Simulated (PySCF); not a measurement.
Os(O)4 anion (O4Os), SMILES [O]=[Os](=[O])(=[O])=[O] (connectivity only; charge and spin as stated), charge -1, multiplicity 2.

Geometry: PBE-D3(BJ)/def2-SVPD. The multiplicity is an assumed one; other spin states were not compared. The isomer is the one that the SMILES or the coordinates give; other isomers of the formula were not compared. The def2 effective core potentials stand for the cores of Os; spin–orbit coupling is left out.

Level of theory: r2SCAN/def2-SVPD run with PySCF.

 A positive occupied level means that this level leaves the electron formally unbound; only the finite basis holds it.

Computed frontier levels, dipole moment and polarisability:
```json
{
  "α spin, highest occupied and lowest empty level": "0.35 and 0.98 eV",
  "β spin, highest occupied and lowest empty level": "-2.56 and 1.28 eV",
  "dipole_moment_about_the_centre_of_nuclear_charge": "0.000 e·Å",
  "mean_static_polarisability": "61.4 bohr³ (9.10 Å³)",
  "polarisability_principal_values": "57.5, 63.4, 63.4 bohr³",
  "⟨S²⟩": "0.755 (pure state 0.75)"
}
```
